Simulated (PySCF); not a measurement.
IK, charge +1, multiplicity 2. Atoms are numbered in the order given.

```xyz
2

K      0.0000     0.0000    -2.6349
I      0.0000     0.0000     0.9446
```
Charge +1, spin multiplicity 2.

Geometry optimised at PBE0-D3(BJ)/def2-TZVPD. The spin state was assumed, not searched. The def2 effective core potentials stand for the cores of I; spin–orbit coupling is left out.

Computed with PBE0-D3(BJ)/def2-TZVPD (PySCF 2.14.0).

Frequencies are harmonic and unscaled.

Give all harmonic wavenumbers and intensities. (An estimate is asked for; the answer gives what the named calculation found.)


```json
[
 {"mode": "1", "ν (cm⁻¹)": "80", "IR (km/mol)": "24.5", "moving atoms (share of kinetic energy)": "K 76 %, I 24 %"}
]
```
